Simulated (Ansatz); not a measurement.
Species: TeCl₂, charge -1, multiplicity 2. 
Coordinates optimised at B3LYP-D3(BJ)/def2-TZVP (Ansatz, a first-principles code):
```xyz
3

Te     0.0000     0.0000     0.0000
Cl     0.0000     0.0000     2.6095
Cl     0.0000     0.0000    -2.6095
```
Charge -1, spin multiplicity 2.

Question: Give the harmonic wavenumbers at B3LYP-D3(BJ)/def2-TZVP (Ansatz, finite differences of forces, unscaled).

Answer: 20, 103, 214, 237 cm⁻¹. Zero-point energy 0.8 kcal/mol.
